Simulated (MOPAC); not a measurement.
Input file for MOPAC: AM1 on GaF, a point of a bond scan (R = 3.601 Å).

```
AM1 1SCF PRECISE CHARGE=0 THREADS=1
FGa

Ga    -0.00000000 1    -0.00000000 1    -0.40509541 1
F      0.00000000 1     0.00000000 1     3.19575267 1
```

The log:

```
*******************************************************************************
 **                                                                           **
 **                              MOPAC v23.2.5                                **
 **                                                                           **
 *******************************************************************************
 ** MOPAC's Digital Object Identifier: https://doi.org/10.5281/zenodo.6511958 **
 **                                                                           **
 ** Please cite the open-source release paper for use of this MOPAC version:  **
 ** J. E. Moussa and J. J. P. Stewart (2026)                                  **
 ** MOPAC: An open-source semiempirical molecular orbital program             **
 ** J. Open Source Softw., 11(119), 8025, https://doi.org/10.21105/joss.08025 **
 *******************************************************************************

                              AM1 CALCULATION RESULTS

 *******************************************************************************
 *  AM1        - The AM1 Hamiltonian to be used
 *
 *
 *
 *                 CHARGE ON SYSTEM = 0
 *
 *
 *
 *  PRECISE    - TIGHTER CRITERIA TO BE USED
 *  1SCF       - DO 1 SCF AND THEN STOP
 *  THREADS=1  - MULTI-THREADING NOT USED
 *  T=         - A TIME OF 172800.0 SECONDS REQUESTED
 *  DUMP=N     - RESTART FILE WRITTEN EVERY 7200.0 SECONDS REQUESTED
 *******************************************************************************
AM1 1SCF PRECISE CHARGE=0 THREADS=1
 FGa

   ATOM   CHEMICAL          X               Y               Z
  NUMBER   SYMBOL      (ANGSTROMS)     (ANGSTROMS)     (ANGSTROMS)

     1      Ga         -0.00000000  *  -0.00000000  *  -0.40509541  *
     2       F          0.00000000  *   0.00000000  *   3.19575267  *



          CARTESIAN COORDINATES

    NO.       ATOM           X           Y           Z

     1        Ga         -0.0000     -0.0000     -0.4051
     2         F          0.0000      0.0000      3.1958

  F: (AM1): M.J.S. DEWAR AND E. G. ZOEBISCH, THEOCHEM, 180, 1 (1988).
 Ga: (AM1): J. J. P. STEWART, J. MOL. MOD., 10, 155-164 (2004)

           Empirical Formula: Ga F  =     2 atoms



      MOLECULAR POINT GROUP   :   C*v


      RHF CALCULATION, NO. OF DOUBLY OCCUPIED LEVELS = 5


 -------------------------------------------------------------------------------
 AM1 1SCF PRECISE CHARGE=0 THREADS=1
 FGa



     1SCF WAS SPECIFIED, SO BFGS WAS NOT USED
     SCF FIELD WAS ACHIEVED


                              AM1 CALCULATION
                                                       MOPAC v23.2.5 Linux




          FINAL HEAT OF FORMATION =         95.45730 KCAL/MOL =     399.39335 KJ/MOL


          COSMO AREA              =         89.81 SQUARE ANGSTROMS
          COSMO VOLUME            =         67.73 CUBIC ANGSTROMS

          IONIZATION POTENTIAL    =          9.951893 EV
          HOMO LUMO ENERGIES (EV) =         -9.952 -4.611
          NO. OF FILLED LEVELS    =          5
          MOLECULAR WEIGHT        =         88.7334         POINT GROUP:  C*v

          MOLECULAR DIMENSIONS (Angstroms)

            Atom       Atom       Distance
            F     2   Ga     1     3.60085
            F     2   Ga     1     0.00000
           Ga     1    F     2     0.00000


          SCF CALCULATIONS        =          1





   ATOM   CHEMICAL          X               Y               Z
  NUMBER   SYMBOL      (ANGSTROMS)     (ANGSTROMS)     (ANGSTROMS)

     1      Ga         -0.00000000  *  -0.00000000  *  -0.40509541  *
     2       F          0.00000000  *   0.00000000  *   3.19575267  *

                             CARTESIAN COORDINATES

   1   Ga       -0.000000000    -0.000000000    -0.405095410
   2    F        0.000000000     0.000000000     3.195752670


           Empirical Formula: Ga F  =     2 atoms



      MOLECULAR POINT GROUP   :   C*v


                  EIGENVALUES
 -42.29390 -13.52956 -12.47932 -12.46228  -9.95189  -4.61109  -2.65219   0.38618


              NET ATOMIC CHARGES AND DIPOLE CONTRIBUTIONS

  ATOM NO.   TYPE          CHARGE      No. of ELECS.   s-Pop       p-Pop
    1         Ga           0.256944        2.7431     0.00015     2.74290
    2          F          -0.256944        7.2569     1.99894     5.25800
 DIPOLE           X         Y         Z       TOTAL
 POINT-CHG.     0.000     0.000    -4.444     4.444
 HYBRID        -0.000    -0.000    -0.074     0.074
 SUM           -0.000    -0.000    -4.518     4.518


          ATOMIC ORBITAL ELECTRON POPULATIONS

     Atom    s        px        py        pz
    1 Ga   0.00015   2.00000   0.00067   0.74224
    2  F   1.99894   2.00000   1.99933   1.25867

 **********************
 *                    *
 * JOB ENDED NORMALLY *
 *                    *
 **********************




 == MOPAC DONE ==
```

The run finished.

Cost: about 0.03 core-seconds (a rough figure).
